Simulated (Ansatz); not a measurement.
Isomers of Zn3Se3⁺ (doublet), relaxed with PBE-D4/def2-SVP; total energies from Ansatz at PBE0-D4/def2-SVP.

| isomer | description | energy (Eh) |
| --- | --- | --- |
| A | point group Cs; 4 × Se–Zn 2.28 to 2.50 Å; 1 × Se–Se 2.31 Å; 1 × Zn–Zn 2.49 Å | -12539.52650 |
| B | point group Cs; 4 × Se–Zn 2.30 to 2.47 Å; 1 × Se–Se 2.31 Å; 1 × Zn–Zn 2.38 Å | -12539.52211 |
| C | point group not assigned; 5 × Se–Zn 2.31 to 2.54 Å; 1 × Se–Se 2.43 Å | -12539.51752 |
| D | point group not assigned; 5 × Se–Zn 2.29 to 2.63 Å; 1 × Se–Se 2.40 Å | -12539.52327 |
| E | point group not assigned; 5 × Se–Zn 2.30 to 2.72 Å; 1 × Se–Se 2.38 Å | -12539.46750 |

The isomers come from a short search, and lower ones may exist.

Question: Work out the relative energies (1 Eh = 2625.5 kJ/mol) and the Boltzmann populations at 800 K from electronic energies alone (R = 8.314 J/mol/K).

Answer: ΔE: A 0.0, B 11.5, C 23.6, D 8.5, E 154.9 kJ/mol. RT = 6.65 kJ/mol. Factors exp(−ΔE/RT): A 1, B 0.177, C 0.0288, D 0.279, E 7.65e-11; sum 1.485. Populations: A 67.3 %, B 11.9 %, C 1.9 %, D 18.8 %, E 0.0 %. Zero-point energy, vibrational entropy and symmetry numbers are left out and can shift these; an error of 4 kJ/mol changes a ratio by a factor of 1.8. Over the other density-functional and correlated levels in def2 sets, the gap between A and D ranges from -4 to 21 kJ/mol.
